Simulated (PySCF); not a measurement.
## How the method changes the constants of GaN⁻

State: ²Π (doublet), unpaired electrons π ↑. Set-up: PySCF, scalar-relativistic core potentials, basis sets Ga aug-cc-pVDZ-PP with ECP10, N aug-cc-pVDZ. De refers to Ga⁻ + N in their high-spin ground configurations, without counterpoise correction. The functionals are run spin-unrestricted. A positive dipole points towards N; it is taken about the centre of mass and depends on that origin.

```tsv
Level	Re (Å)	ωe (cm⁻¹)	De (eV)	μ (D)	CPU s a point (SCF and correlation, without the integrals)
ROHF-MP2	1.870	640	n/a	n/a	0.57
ROHF-SCS-MP2	1.870	642	n/a	n/a	n/a
PBE	1.873	626	3.71	-2.86	0.85
PBEsol	1.857	642	3.85	-2.73	0.59
PW91	1.870	628	3.75	-2.88	0.64
BLYP	1.888	606	3.74	-3.07	0.89
r²SCAN	1.846	660	3.27	-2.77	1.1
PBE0	1.844	671	3.20	-3.10	1.4
ωB97X	1.828	705	n/a	-3.53	1.3
```

Problem. What does a quarter of exact exchange do here, going from PBE to PBE0?

Solution. PBE0 less PBE: -2.9 pm in Re, +7.2 % in ωe, -0.51 eV in De. Exact exchange removes part of the self-interaction that spreads semilocal densities, and in most molecules shortens and stiffens the bond and lowers De; so it does here.

Problem. What does the step from GGA to meta-GGA do here, going from PBE to r²SCAN?

Solution. r²SCAN less PBE: -2.7 pm in Re, +5.4 % in ωe, -0.44 eV in De. 

Correlated steps freeze 5 core orbitals. Spin–orbit coupling is left out. For an ion De counts to the pair picked by the measured ionisation energies or electron affinities, which need not be the lowest pair at this level. The highest Kohn–Sham level is positive in this anion. Much of that is self-interaction error, but it also means that the finite basis helps to hold the extra electron. The state was picked by a PBE0 search and need not be the measured ground state.

The whole job (state search and all levels along the bond) took about 2.8 min on 1 thread of Intel Xeon Platinum 8488C (shared host), peak memory 0.79 GiB.
